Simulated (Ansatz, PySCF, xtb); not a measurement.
Torsion H4–N1–Ge2–Br3 in BrGeH2N (SMILES [NH2][Ge][Br]); at each angle all else is relaxed with GFN2-xTB, and the levels are single points there.
Geometry at 0° (charge 0, multiplicity 1):
```xyz
5

N     -0.712     0.005    -0.067
Ge     0.723    -1.057    -0.371
Br     1.997     0.597    -1.469
H     -0.836     0.976    -0.320
H     -1.538    -0.323     0.409
```
Energies count from the point at 0°.

Correlated levels freeze the cores. Filled d and f shells under p-block atoms count as core. CBS: X⁻³ extrapolation of the correlation energy, Hartree–Fock from the larger set. Rows in 3-21G carry no dispersion term and start afresh at each structure; the Pople sets are all-electron and without relativity.

Programs: Ansatz (an electronic-structure program) with Gaussian orbitals; PySCF for 3-21G rows, the dispersion terms; xtb for the GFN methods. Values without a source in brackets are computed.

Energies in kJ/mol.

```json
[
 {"dihedral (°)": "0", "GFN1-xTB": "0.0", "HF/3-21G": "0.0", "B3LYP-D4/def2-TZVPP": "0.0", "CCSD(T)/CBS(cc-pVTZ, cc-pVQZ)": "0.0"},
 {"dihedral (°)": "30", "GFN1-xTB": "4.7", "HF/3-21G": "11.8", "B3LYP-D4/def2-TZVPP": "6.8", "CCSD(T)/CBS(cc-pVTZ, cc-pVQZ)": "6.8"},
 {"dihedral (°)": "60", "GFN1-xTB": "18.0", "HF/3-21G": "42.6", "B3LYP-D4/def2-TZVPP": "26.6", "CCSD(T)/CBS(cc-pVTZ, cc-pVQZ)": "27.0"},
 {"dihedral (°)": "90", "GFN1-xTB": "38.7", "HF/3-21G": "64.6", "B3LYP-D4/def2-TZVPP": "49.5", "CCSD(T)/CBS(cc-pVTZ, cc-pVQZ)": "50.9"},
 {"dihedral (°)": "120", "GFN1-xTB": "20.0", "HF/3-21G": "36.7", "B3LYP-D4/def2-TZVPP": "25.3", "CCSD(T)/CBS(cc-pVTZ, cc-pVQZ)": "26.6"},
 {"dihedral (°)": "150", "GFN1-xTB": "5.2", "HF/3-21G": "10.4", "B3LYP-D4/def2-TZVPP": "6.5", "CCSD(T)/CBS(cc-pVTZ, cc-pVQZ)": "6.9"},
 {"dihedral (°)": "180", "GFN1-xTB": "0.0", "HF/3-21G": "0.0", "B3LYP-D4/def2-TZVPP": "0.0", "CCSD(T)/CBS(cc-pVTZ, cc-pVQZ)": "0.0"},
 {"dihedral (°)": "210", "GFN1-xTB": "5.2", "HF/3-21G": "10.4", "B3LYP-D4/def2-TZVPP": "6.5", "CCSD(T)/CBS(cc-pVTZ, cc-pVQZ)": "6.9"},
 {"dihedral (°)": "240", "GFN1-xTB": "20.0", "HF/3-21G": "36.7", "B3LYP-D4/def2-TZVPP": "25.3", "CCSD(T)/CBS(cc-pVTZ, cc-pVQZ)": "26.6"},
 {"dihedral (°)": "270", "GFN1-xTB": "38.7", "HF/3-21G": "64.6", "B3LYP-D4/def2-TZVPP": "49.5", "CCSD(T)/CBS(cc-pVTZ, cc-pVQZ)": "50.9"},
 {"dihedral (°)": "300", "GFN1-xTB": "18.0", "HF/3-21G": "42.6", "B3LYP-D4/def2-TZVPP": "26.6", "CCSD(T)/CBS(cc-pVTZ, cc-pVQZ)": "27.0"},
 {"dihedral (°)": "330", "GFN1-xTB": "4.7", "HF/3-21G": "11.8", "B3LYP-D4/def2-TZVPP": "6.8", "CCSD(T)/CBS(cc-pVTZ, cc-pVQZ)": "6.8"}
]
```
